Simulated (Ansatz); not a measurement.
The lowest singlet and triplet of AsH (SMILES [AsH]); geometries from B3LYP-D3(BJ)/def2-TZVP, each state relaxed from the structure named, with no frequency check, low spin by broken symmetry.
Singlet at the triplet's geometry (charge 0, multiplicity 1):
```xyz
2

As     0.000     0.000    -0.045
H      0.000     0.000     1.490
```

A positive gap puts the triplet lower; no zero-point energy. R- takes a restricted singlet, here one determinant of a half-filled degenerate or near-degenerate pair, which mixes singlet states. The triplet is unrestricted in single-reference levels. Active spaces average the two states.

Frozen-core correlation. Filled d and f shells under p-block atoms count as core.

The values were computed with Ansatz (a quantum-chemistry and plane-wave program). Each number belongs to the level named beside it.

Q: One of these levels gives 43.82 kcal/mol for the gap E(singlet) − E(triplet), vertical, at the triplet's geometry. Which one is it?
A. R-SVWN5/def2-TZVPP
B. R-HF/cc-pVTZ
C. R-MP2/cc-pVTZ
D. SC-NEVPT2 on SA-CASSCF(6,5)/cc-pVQZ

A: B, R-HF/cc-pVTZ. The others give 29.34 (R-SVWN5/def2-TZVPP), 34.12 (R-MP2/cc-pVTZ), 22.25 (SC-NEVPT2 on SA-CASSCF(6,5)/cc-pVQZ)

Doubts at one or more of the structures used: a restricted determinant that unrestricted orbitals would lower (R-HF/cc-pVTZ, R-SVWN5/def2-TZVPP, R-MP2/cc-pVTZ).
